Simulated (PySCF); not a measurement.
Gas-phase reaction: 2 MoO2Cl2 + 2 ClO ⇌ 2 MoO3 + 3 Cl2

Computed with PySCF (xtb for GFN2) and rigid-rotor harmonic-oscillator thermochemistry at 1 bar. S°(298 K) at PBE0/def2-TZVP differs from the NASA 1993 table for MoO3 (+7 J/mol/K); whether the harmonic model or the table's entry is off was not settled. † marks an energy on the PBE0/def2-TZVP geometry and frequencies; other levels use their own. Open shells (unrestricted): ClO (multiplicity 2, electronic degeneracy 4); the rest are closed-shell singlets. GFN2 has no spin-polarisation term. Spin-orbit splitting is ignored; it lowers the true energy and changes the entropy of ClO. B3LYP is the form with VWN-RPA correlation. Mo: scalar-relativistic def2 core potential, no spin-orbit coupling. The harmonic model lacks anharmonicity and excited electronic states, which grow with temperature; levels with a mode under 35 cm⁻¹ are left out. Strong static correlation: MoO3. Soft modes under 120 cm⁻¹ make the harmonic entropy rough for MoO2Cl2.

```
level             ΔE electronic, kJ  ΔH°(298 K), kJ  ΔS°(298 K), J/K  ΔG°(1600 K), kJ
----------------  -----------------  --------------  ---------------  ---------------
B3LYP/def2-TZVP†                382             380              106              229
BLYP/def2-TZVP†                 350             347              106              196
GFN2-xTB                        391             386              103              238
PBE/def2-TZVP†                  365             363              106              212
PBE0/def2-QZVP†                 404             402              106              251
PBE0/def2-TZVP                  405             402              106              251
LDA/def2-TZVP†                  385             382              106              231
```
ΔH° is lowest at BLYP/def2-TZVP† and highest at PBE0/def2-TZVP. No reference value is set beside these.
